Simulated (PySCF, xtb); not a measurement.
C₃H₈N, SMILES CC(C)[NH], multiplicity 2. One conformer was computed; it need not be the lowest.

Harmonic wavenumbers (cm⁻¹) from GFN2-xTB (xtb 6.7.1) at its own minimum, in rising order: 176, 208, 223, 347, 409, 462, 856, 918, 966, 998, 1061, 1093, 1159, 1178, 1250, 1268, 1382, 1401, 1476, 1486, 1494, 1496, 2685, 3022, 3029, 3035, 3041, 3043, 3064, 3342.

Problem. What does PySCF with PBE-D3(BJ)/def2-SVP give at its own minimum? (The exact figures need the calculation; the answer reports its results.)

Solution. 207, 220, 262, 355, 418, 450, 808, 881, 915, 945, 1021, 1048, 1146, 1193, 1203, 1309, 1330, 1356, 1401, 1410, 1419, 1429, 2818, 2966, 2975, 3060, 3064, 3067, 3078, 3272. Paired by order, the mean absolute difference is 43 cm⁻¹ and the zero-point energies are 65.1 and 64.4 kcal/mol.
